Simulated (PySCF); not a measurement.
Cartesian coordinates in Å; atom numbers follow the order of the lines, from 1:
```xyz
18

Si   -1.3321    1.2972   -1.2530
Si    0.7378    2.0646   -0.4566
Si    2.2039    0.2389   -0.2906
Si    1.3269   -1.2938    1.2553
Si   -0.7374   -2.0646    0.4473
Si   -2.2054   -0.2395    0.2910
H    -1.1188    0.5999   -2.5615
H    -2.2784    2.4374   -1.4690
H     1.3010    3.1205   -1.3568
H     0.5445    2.6551    0.9065
H     2.3050   -0.4277   -1.6282
H     3.5713    0.6895    0.1211
H     2.2744   -2.4316    1.4786
H     1.1048   -0.5939    2.5609
H    -1.3008   -3.1279    1.3384
H    -0.5376   -2.6451   -0.9191
H    -2.3028    0.4212    1.6318
H    -3.5739   -0.6877   -0.1195
```

Geometry: PBE0-D3(BJ)/def2-SVP; GIAO absolute shieldings from PySCF, gas phase, non-relativistic, averaged over equivalent atoms.

At PBE0/pcSseg-1 (204 basis functions, 33 s wall time on 1 thread of an Arm Neoverse V1, shared host):
```
                                       atoms  σ (ppm)
                     Si1/Si2/Si3/Si4/Si5/Si6    461.6
H7/H8/H9/H10/H11/H12/H13/H14/H15/H16/H17/H18    27.61
```

Question: Predict the values at WP04/pcSseg-1 on the same geometry.

Answer: 
```json
{"atoms": "Si1/Si2/Si3/Si4/Si5/Si6", "σ at WP04/pcSseg-1": "424.1", "change": "-37.5"}
{"atoms": "H7/H8/H9/H10/H11/H12/H13/H14/H15/H16/H17/H18", "σ at WP04/pcSseg-1": "28.47", "change": "+0.86"}
```

The largest change is at Si1/Si2/Si3/Si4/Si5/Si6 (silicon bonded to 2 Si, 2 H, in a 6-membered ring). Cost: 204 basis functions, 56 s wall time on 1 thread of an Arm Neoverse N1, shared host.
